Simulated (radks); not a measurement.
Question: These are the eigenvalues of the occupied orbitals of an atom or ion with whole-number occupations (hartree). Calculated with a radial shooting solver on a logarithmic mesh with Libxc functionals: non-relativistic Kohn-Sham, LB94 model potential, spin-polarised, spherical densities, point nucleus.

1s up: -2704.807
1s down: -2704.806
2s up: -461.9149
2s down: -461.9081
2p up: -444.8443
2p down: -444.8325
3s up: -117.3740
3s down: -117.3659
3p up: -109.2496
3p down: -109.2404
3d up: -94.04988
3d down: -94.04244
4s up: -33.88350
4s down: -33.87699
4p up: -30.36933
4p down: -30.36474
4d up: -23.89828
4d down: -23.89793
4f down: -15.19957
4f up: -15.19592
5s up: -13.82306
5s down: -13.82267
5p up: -12.52564

Which element is it, and in what charge state? The configuration may be excited. Open shells, if any, are filled with parallel spins first.

Answer: Z = 79, gold, charge +15: Au15+ in [Kr] 4d10 4f14 5s2 5p2. The list shows which subshells hold electrons but not how many an open one holds; the 1s level, -2704.8 hartree, gives Z - s = 73.6 by -(Z - s)^2/2, which with screening narrows Z to a few neighbours, and the depths of the outer levels then fix element, charge and occupations together.
